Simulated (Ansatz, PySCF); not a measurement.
The pair A = CH4 (SMILES C) (first 5 atoms), B = CH5N (SMILES CN); geometry from B3LYP-D3(BJ)/def2-TZVP.
(charge 0, multiplicity 1):
```xyz
12

C     -0.005    -0.045    -0.385
H      0.101     0.345    -1.397
H     -0.258    -1.103    -0.433
H      0.932     0.083     0.154
H     -0.797     0.498     0.130
C     -0.162     0.746     3.365
N      0.073    -0.689     3.209
H      0.226     1.071     4.332
H     -1.237     0.935     3.368
H      0.289     1.379     2.589
H      1.065    -0.893     3.217
H     -0.286    -1.014     2.320
```

Rows in 6-31G* carry no dispersion term and start afresh at each structure (6-31G* with six Cartesian d functions).

Codes used: Ansatz (Gaussian orbitals); PySCF for 6-31G* rows. Each number belongs to the level named beside it.

Total energies (hartree), monomers frozen at their geometry in the pair:

```csv
structure,HF/aug-cc-pVDZ,B3LYP/6-31G*,B3LYP/def2-TZVPPD
AB,-135.4297077,-136.3716754,-136.4442437
A in the pair's basis,-40.1998941,-40.5186121,-40.5391864
B in the pair's basis,-95.2308965,-95.8537680,-95.9057809
A,-40.1996304,-40.5183363,-40.5391525
B,-95.2307615,-95.8530342,-95.9056932
```

Problem. Work out the interaction energy without and with the counterpoise correction, and the superposition error, for each level.

Solution. 
E(AB) − E(A) − E(B), times 627.509 kcal/mol, with the monomers in their own basis and then in the pair's basis:
- HF/aug-cc-pVDZ: 0.43 uncorrected, 0.68 corrected; the monomers gain 0.25 kcal/mol from borrowed functions
- B3LYP/6-31G*: -0.19 uncorrected, 0.44 corrected; the monomers gain 0.63 kcal/mol from borrowed functions
- B3LYP/def2-TZVPPD: 0.38 uncorrected, 0.45 corrected; the monomers gain 0.08 kcal/mol from borrowed functions

Ansatz is a first-principles code.
